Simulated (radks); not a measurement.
Species: Ru3+. Configuration: [Kr] 4d5 (the NIST ground configuration). Method: scalar-relativistic Kohn-Sham, PBEsol, spin-polarised, spherical densities, finite nucleus; open shells are filled with parallel spins first (spin-orbit coupling, left out, can overturn this in heavy ions); Fermi nuclear charge, rms radius 4.4809 fm; computed with a radial shooting solver on a logarithmic mesh with Libxc functionals.

Normalised radial functions P(r) = r R(r), r in bohr:

r          3d up  4p down    4d up
0.002005  0.0000   0.0021   0.0000
0.002653  0.0000   0.0034   0.0000
0.00351   0.0001   0.0056   0.0000
0.004644  0.0002   0.0093   0.0001
0.006145  0.0005   0.0153   0.0002
0.008196  0.0011   0.0253   0.0004
0.01084   0.0025   0.0408   0.0008
0.01435   0.0054   0.0647   0.0018
0.01898   0.0115   0.1002   0.0039
0.02512   0.0242   0.1503   0.0081
0.03324   0.0495   0.2153   0.0166
0.04397   0.0983   0.2893   0.0329
0.05818   0.1872   0.3546   0.0624
0.07698   0.3382   0.3769   0.1122
0.1019    0.5710   0.3091   0.1878
0.1348    0.8867   0.1145   0.2865
0.1783    1.2417  -0.1887   0.3873
0.2378    1.5404  -0.4910   0.4436
0.3147    1.6297  -0.5748   0.3864
0.4164    1.4403  -0.3005   0.1724
0.5509    1.0274   0.2720  -0.1796
0.729     0.5664   0.8456  -0.5672
0.9645    0.2278   1.0870  -0.8402
1.276     0.0615   0.9084  -0.8887
1.689     0.0101   0.5266  -0.7232
2.234     0.0009   0.2095  -0.4511
2.956     0.0000   0.0531  -0.2062
3.911     0.0000   0.0075  -0.0641
5.175     0.0000   0.0005  -0.0118
6.847     0.0000   0.0000  -0.0011

3d up: eigenvalue -308.65 eV, 0 radial nodes, <r> = 0.384 bohr, 90 % of the charge inside 0.612 bohr. 4p down: eigenvalue -78.156 eV, 2 radial nodes at r = 0.151, 0.487 bohr, <r> = 1.11 bohr, 90 % of the charge inside 1.63 bohr. 4d up: eigenvalue -38.867 eV, 1 radial node at r = 0.482 bohr, <r> = 1.43 bohr, 90 % of the charge inside 2.20 bohr.
